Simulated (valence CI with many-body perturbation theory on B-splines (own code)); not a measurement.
The numbers below are computed, except where a source is named.
**Fe5+ in three bases**

Level of theory: relativistic CI+MBPT: three valence electrons over a frozen Dirac-Fock core [Ar], radial functions for each j: 7 s, 7 p, 8 d, 6 f, 4 g, 1 h, with the one-electron correlation potential Σ1, the two-electron term Σ2, the three-electron term Σ3, Breit, model QED; selected CI, second order for the rest, scaled by the run's own slope (own B-spline code, finite nucleus).

Set against measurement, 33 paired levels are off by 605 cm⁻¹ on average, the worst by 1216. Only levels of the ground parity were solved; by the run's estimate the other parity begins above the list, which can be wrong where configurations are misplaced.

The reference run has the lowest level 3d3 4F_3/2 and an ionisation energy of 98.7227 eV. Its largest variational space holds 7789 state functions.

Names give the largest LS component (configuration and term), which can be under half, so a name can repeat, a term be missing and a line seem to break the LS rules; names also repeat where a configuration has a term twice.

Changed runs:
A. basis 6 s, 6 p, 5 d, 5 f, 1 g
B. basis 5 s, 5 p, 4 d, 4 f

Excitation energies of the reference run in cm⁻¹, and shifts in cm⁻¹:

| Level | Reference | A | B |
| --- | --- | --- | --- |
| 3d3 4F_5/2 | 507 | -1.4 | -1.8 |
| 3d3 4F_7/2 | 1179 | -2.9 | -3.2 |
| 3d3 4F_9/2 | 1987 | -3.9 | -3.5 |
| 3d3 4P_1/2 | 19399 | +181 | +366 |
| 3d3 4P_3/2 | 19600 | +184 | +374 |
| 3d3 4P_5/2 | 20266 | +177 | +360 |
| 3d3 2G_7/2 | 20305 | +220 | +611 |
| 3d3 2G_9/2 | 20989 | +218 | +612 |
| 3d3 2P_3/2 | 26834 | +408 | +871 |
| 3d3 2P_1/2 | 27100 | +434 | +977 |
| 3d3 2H_9/2 | 27872 | +211 | +778 |
| 3d3 2H_11/2 | 28344 | +208 | +779 |
| Ionisation energy (eV) | 98.7227 | -0.0555 | -0.0708 |
